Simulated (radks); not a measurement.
Question: The mean radii <r> (bohr) of the occupied orbitals of an atom or ion are listed with their occupations. All-electron calculation, non-relativistic Kohn-Sham, BLYP, spin-polarised, spherical densities, point nucleus. Program: a radial shooting solver on a logarithmic mesh with Libxc functionals.

orbital  occ.      <r>
1s up       1  0.02408
1s down     1  0.02408
2s up       1   0.1026
2s down     1   0.1026
2p up       3  0.08706
2p down     3  0.08706
3s up       1   0.2656
3s down     1   0.2654
3p up       3   0.2554
3p down     3   0.2551
3d up       5   0.2271
3d down     5   0.2268
4s up       1   0.5976
4s down     1   0.5980
4p up       3   0.6117
4p down     3   0.6122
4d up       5   0.6464
4d down     5   0.6478
5s up       1    1.391
5s down     1    1.407
5p up       3    1.531
5p down     3    1.552
4f up       5   0.7904
6p up       2    3.731

Name the element and its charge. Open shells, if any, are filled with parallel spins first.

Answer: Z = 63, europium, charge +2: Eu2+ in [Xe] 4f5 6p2. The 1s radius gives Z: for a bare nucleus <r> = 1.5/Z, 0.02381 bohr for Z = 63, and screening makes it slightly larger (0.02408 here). The occupations add up to 61, and the charge is Z minus that.
